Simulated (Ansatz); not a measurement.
Born–Oppenheimer molecular dynamics of BBrH4 (6 atoms, charge 0, multiplicity 1). It starts at the highest image of a converged band, a first-order saddle point between two minima.

Theory: RKS B3LYP/def2-SVP in Ansatz.

```yaml
ensemble: NVE (velocity Verlet)
time_step: 0.5 fs
steps_asked: 200
starting_velocities_drawn_for: 300 K
seed: 5070
```

First frame:

```xyz
6
Properties=species:S:1:pos:R:3
B 0.007 -0.107 0.124
H 0.001 0.282 1.324
H 1.069 0.058 -0.403
H -1.068 -0.014 -0.392
Br 0.086 -2.386 0.744
H 0.040 -0.918 1.393
```

(1) How far do the bonds stretch over the last three quarters of this one trajectory? (Pairs bonded in most of those frames.)

Answers

(1) 
```tsv
bond	mean (Å)	spread (Å)	shortest	longest
B1–H3	1.204	0.028	1.16	1.25
B1–H4	1.204	0.032	1.16	1.25
B1–Br5	1.919	0.127	1.74	2.13
H2–H6	0.766	0.017	0.74	0.80
```

Mean temperature of the second half: 1510 K. The conserved energy stayed within 0.18 meV per atom of its start (net change 0.067 meV per atom), so the integration is sound. The kinetic energy rose, since the run started high on the potential surface and went downhill. It ends in pieces (BBrH2 + H2), so much of that is their flight and rotation, not heat. A run of 0.1 ps of so small a system gives no equilibrium averages. The orbitals stay closed-shell, which can raise the energy where a bond breaks towards radicals; this wasn't checked here.

The run took 5.3 min on 1 thread of Intel(R) Xeon(R) Platinum 8488C (Sapphire Rapids), with other jobs on the host, peak memory 0.13 GiB.
